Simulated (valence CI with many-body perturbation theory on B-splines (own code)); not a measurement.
Values are calculated unless marked as measured or tabulated.
Dy²⁴⁺: magnetic and hyperfine properties of the levels

Method: valence CI with perturbative core correlation (CI+MBPT): six valence electrons over a frozen Dirac-Fock core [Kr], a basis of 7 s, 7 p, 8 d, 6 f, 4 g, 1 h functions for each j, with the one-electron correlation potential Σ1, the two-electron term Σ2, the three-electron term Σ3, Breit, model QED; selected CI, second order for the rest, scaled by the run's own slope (own B-spline code, finite nucleus).

No measured spectrum was set against this ion. As an estimate, terms of the open shell hold to 2 to 4 % of their energy, and close levels can change places. Core correlation moves these levels by up to 8400 cm⁻¹, and in measured spectra 5 to 20 % of such shifts remained as error; rates that hang on mixing are uncertain with them. Among the levels kept, up to 810 cm⁻¹ of a level comes from second order outside the variational space, and about a tenth of that is noise between levels of different J, which matters for small intervals. Only levels of the ground parity were solved; by the run's estimate the other parity begins above the list, which can be wrong where configurations are misplaced.

A/g_I is the dipole constant over the nuclear g factor μ/I (μ in nuclear magnetons, uniformly magnetised nucleus), B/Q the quadrupole constant per barn. Both hold the static response of the core; the bare values leave it out. Large factors of s and p1/2 electrons are usually good to 5 to 10 %; those of open d and f shells near neutrality can be off by tens of per cent, and small factors of p3/2, d and f electrons come from cancelling terms and can be off by a factor of two or in sign, in half-filled shells by more. B is blank for J = 1/2, where it vanishes, and for nearly pure S terms. Energies count from the lowest level. Levels with J = 0 are left out.

Levels are named by their leading jj configuration (3d3/2^4 stands for four electrons in 3d with j = 3/2), which in mixed levels can hold well under half, so a name can repeat and another be missing. Letters in brackets count levels of one name in rising energy.

```tsv
Level	E (eV)	g	A/g_I (MHz)	A/g_I bare	B/Q (MHz/b)	B/Q bare
(4d3/2^4 4d5/2^2) J=4	0.000	1.337	4420	4910	10300	9820
(4d3/2^4 4d5/2^2) J=2	2.144	1.346	4410	4910	-4380	-4160
(4d3/2^3 4d5/2^3) J=3 [a]	6.424	1.418	2390	3030	1250	1190
(4d3/2^3 4d5/2^3) J=1 [a]	7.782	1.386	4000	4580	-3680	-3500
(4d3/2^3 4d5/2^3) J=4 [a]	7.964	1.130	5730	5830	7930	7610
(4d3/2^3 4d5/2^3) J=5	10.188	1.126	6650	6740	4310	4140
(4d3/2^3 4d5/2^3) J=6	10.360	1.120	7340	7420	-8590	-8250
(4d3/2^3 4d5/2^3) J=2	11.769	0.931	9210	8930	-7350	-7020
(4d3/2^3 4d5/2^3) J=3 [b]	12.104	1.031	8510	8430	4210	4000
(4d3/2^2 4d5/2^4) J=2 [a]	14.334	1.269	4540	4900	2600	2480
(4d3/2^3 4d5/2^3) J=1 [b]	15.297	0.984	6340	6170	6690	6400
(4d3/2^3 4d5/2^3) J=4 [b]	15.529	1.021	8490	8390	-4570	-4390
(4d3/2^2 4d5/2^4) J=2 [b]	16.367	1.300	3190	3610	6950	6680
(4d3/2^3 4d5/2^3) J=3 [c]	16.820	1.104	7780	7830	-11100	-10600
(4d3/2^2 4d5/2^4) J=4 [a]	17.701	1.098	7210	7250	353	371
(4d3/2^2 4d5/2^4) J=5	18.795	1.102	7550	7600	-6750	-6440
(4d3/2^2 4d5/2^4) J=3 [a]	18.875	1.177	5080	5270	-6140	-5880
(4d3/2^2 4d5/2^4) J=6	20.158	1.042	8330	8270	-10300	-9860
(4d3/2^2 4d5/2^4) J=3 [b]	20.252	0.939	9860	9600	862	833
(4d3/2^2 4d5/2^4) J=1	21.754	1.123	7640	7720	-2650	-2540
(4d3/2^2 4d5/2^4) J=4 [b]	22.509	1.056	8530	8490	-402	-396
(4d3/2^2 4d5/2^4) J=2 [c]	22.523	1.053	8280	8240	-6330	-6080
(4d3/2^2 4d5/2^4) J=2 [d]	25.721	0.815	11800	11300	-1950	-1850
(4d3/2 4d5/2^5) J=1	26.399	1.499	-1420	-626	-2290	-2180
(4d3/2^2 4d5/2^4) J=4 [c]	26.466	1.169	6080	6260	-9220	-8810
(4d3/2 4d5/2^5) J=4	30.759	1.023	8490	8390	-6480	-6170
(4d3/2 4d5/2^5) J=2	31.781	1.260	5050	5390	-7510	-7210
(4d3/2 4d5/2^5) J=3	32.259	1.066	7860	7830	-11900	-11400
(4d3/2^2 4d5/2^4) J=2 [e]	32.471	1.007	8860	8730	7720	7400
```

Task: Take the isotope of mass number 163, with I = 5/2, μ = 0.671 μN and Q = 2.65 b. What is the hyperfine structure of (4d3/2^3 4d5/2^3) J=2?

Result: From the table A = 2470 MHz, B = -19500 MHz. Shifts from the centre of gravity in MHz: F = 1/2: -30900, F = 3/2: -18500, F = 5/2: -2540, F = 7/2: 9520, F = 9/2: 7480.
